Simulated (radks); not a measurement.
Values are calculated unless marked as measured or tabulated.
Ionisation of V+, [Ar] 3d4, to V2+, [Ar] 3d3, under several functionals. Non-relativistic Kohn-Sham, spin-polarised, spherical densities, point nucleus; open shells are filled with parallel spins first; a radial shooting solver on a logarithmic mesh with Libxc functionals.

functional                                        E(V+) (hartree)  Exc (hartree)  IE (eV)  -e(HOMO) (eV)  <r> HOMO (bohr)  IE error (eV)
LDA (Slater exchange, Perdew-Zunger correlation)       -941.50687      -43.02573   16.062         10.080            1.507         +1.428
OLYP                                                   -943.84331      -45.47113   15.789          9.690            1.486         +1.155
MS2 meta-GGA                                           -943.59440      -45.17113   15.732          9.793            1.513         +1.098
revPBE                                                 -943.57395      -45.14592   15.822          9.834            1.508         +1.188
LDA (Slater exchange, VWN5 correlation)                -941.52384      -43.04492   16.107         10.113            1.505         +1.473
exchange-only PBE                                      -942.51830      -44.03969   15.206          9.373            1.544         +0.572
RPBE                                                   -943.62185      -45.19462   15.820          9.829            1.509         +1.186
SOGGA                                                  -942.28205      -43.82380   15.799          9.821            1.507         +1.165

NIST Atomic Spectra Database: 14.63 eV (measured). Closest: exchange-only PBE. The Delta-SCF values span 0.90 eV, the total energies 2.34 hartree. The highest occupied level is 3d. Open shells are spherical and high-spin; term and fine-structure splittings are not resolved.
